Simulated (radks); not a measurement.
Mn XI, 15 electrons, occupied as [He] 2s1 2p6 3s2 3p4 (not the ground configuration). Method: non-relativistic Kohn-Sham, PBE, spin-polarised, spherical densities, point nucleus; open shells are filled with parallel spins first; computed with a radial shooting solver on a logarithmic mesh with Libxc functionals.

Unscreened Slater integrals over Kohn-Sham orbitals (hartree). They are taken over the spin-up orbitals.

integral,value
"F0(3p,3p)",1.2142
"F2(3p,3p)",0.61750
"F0(3p,3s)",1.2098
"G1(3p,3s)",0.80087
"F0(3p,2p)",1.6194
"F2(3p,2p)",0.37149
"G0(3p,2p)",0.14815
"G2(3p,2p)",0.15852
"F0(3p,2s)",1.5790
"G1(3p,2s)",0.11565
"F0(3s,3s)",1.2073
"F0(3s,2p)",1.5881
"G1(3s,2p)",0.14943
"F0(3s,2s)",1.5589
"G0(3s,2s)",0.11879
"F0(2p,2p)",3.7520
"F2(2p,2p)",1.7754
"F0(2p,2s)",3.4494
"G1(2p,2s)",1.9863
"F0(2s,2s)",3.2545

Derived for the open shells (J is the average intra-shell exchange parameter used in DFT+U). 3p: J = F2/5 = 0.1235 hartree; in LS coupling 1D lies 6 F2/25 = 0.1482 hartree above 3P.
